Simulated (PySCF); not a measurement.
CH2O, SMILES [H]/[O+]=[C-]/[H]. Atoms are numbered in the order given.

```xyz
4

C      0.2257     0.7051     0.0000
O     -0.1553    -0.5468     0.0000
H      0.6325    -1.1094     0.0000
H     -0.7443     1.2528     0.0000
```
Charge 0, spin multiplicity 1.

Coordinates come from a ωB97X-D3(BJ)/def2-TZVPD optimisation.

Computed with PBE0/pcJ-1 run with PySCF.

Isotropic couplings with Fermi-contact, spin-dipole and both spin-orbit terms, one fixed conformer, no vibrational averaging. Isotopes: 13C, 1H.

Computed spin–spin coupling constants:
```csv
pair,bonds apart,J (Hz)
C1–H4,1,50.8
C1–H3,2,1.4
H3–H4,3,28.3
```
